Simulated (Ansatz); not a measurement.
Gas-phase electronic energies from Ansatz, PBE0-D4/def2-TZVP geometries. CBS: MP2 limit from def2 TZ/QZ plus the TZ coupled-cluster correction, frozen cores. This one scheme is used for every species. DFT in def2-TZVPP. B3LYP here is the variant with VWN-RPA as its local correlation; programs differ in this. Each species was taken in one conformer, which may not be the lowest.

Consider the ligand exchange at the Si–O bond: `O[Si](O)([SiH3])Cl` + CH₃OH → `CO[Si](O)([SiH3])Cl` + H₂O.

`O[Si](O)([SiH3])Cl`:

```xyz
10

O     0.499   -0.991   -1.604
Si    0.240   -0.628   -0.028
O     1.664   -0.693    0.757
Si   -0.679    1.480    0.351
Cl   -1.077   -2.055    0.699
H    -0.208   -1.431   -2.079
H     2.222   -1.463    0.626
H    -1.980    1.562   -0.366
H     0.228    2.540   -0.162
H    -0.909    1.679    1.805
```

CH₃OH:

Cartesian coordinates in Å:
```
C 0.193 0.292 0.069
O -0.943 -0.455 -0.304
H -0.086 1.345 0.016
H 1.040 0.129 -0.609
H 0.517 0.076 1.094
H -0.721 -1.387 -0.267
```

`CO[Si](O)([SiH3])Cl`:

Cartesian coordinates in Å:
```
C -1.819 0.537 0.964
O -0.435 0.397 1.200
Si 0.608 -0.511 0.338
O 2.012 -0.585 1.155
Si 1.050 0.291 -1.808
Cl -0.229 -2.399 0.161
H -2.234 1.156 1.760
H -2.321 -0.435 0.971
H -2.012 1.026 0.004
H 1.991 -0.865 2.073
H 1.915 -0.667 -2.542
H -0.241 0.436 -2.535
H 1.716 1.618 -1.742
```

H₂O:

```xyz
3

O    -0.384    0.042    0.051
H     0.097    0.033   -0.779
H     0.287   -0.075    0.728
```

```json
{"level": "r2SCAN-D4", "ΔE (kJ/mol)": "-2.0", "difference from CCSD(T)/CBS": "4.4"}
{"level": "PBE0-D4", "ΔE (kJ/mol)": "-2.8", "difference from CCSD(T)/CBS": "3.6"}
{"level": "B3LYP-D4", "ΔE (kJ/mol)": "-4.8", "difference from CCSD(T)/CBS": "1.6"}
{"level": "ωB97M-V", "ΔE (kJ/mol)": "-2.9", "difference from CCSD(T)/CBS": "3.5"}
{"level": "PBE", "ΔE (kJ/mol)": "2.6", "difference from CCSD(T)/CBS": "9.0"}
{"level": "r2SCAN", "ΔE (kJ/mol)": "-0.2", "difference from CCSD(T)/CBS": "6.2"}
{"level": "HF/def2-TZVPP", "ΔE (kJ/mol)": "3.1", "difference from CCSD(T)/CBS": "9.5"}
{"level": "MP2/def2-TZVPP", "ΔE (kJ/mol)": "-6.2", "difference from CCSD(T)/CBS": "0.2"}
{"level": "CCSD/def2-TZVPP", "ΔE (kJ/mol)": "-3.5", "difference from CCSD(T)/CBS": "2.9"}
{"level": "MP2/def2-QZVPP", "ΔE (kJ/mol)": "-7.2", "difference from CCSD(T)/CBS": "-0.8"}
{"level": "CCSD(T)/CBS", "ΔE (kJ/mol)": "-6.4", "difference from CCSD(T)/CBS": "0"}
```

Largest T1 diagnostic among the species: 0.012.

The D4 term adds −7.8 kJ/mol with B3LYP and −4.7 kJ/mol with PBE0; it sums over pairs of atoms, weighted by their polarisabilities, and B3LYP, whose exchange is more repulsive, gets the larger term. In def2-TZVPP, CCSD(T) changes the Hartree–Fock value by −8.0 kJ/mol (the triples alone add −1.4 kJ/mol) and MP2 by −9.3 kJ/mol.

CCSD(T)/CBS has its own doubt, a few kJ/mol and more with outer-core shells, so smaller differences from it don't rank the levels.
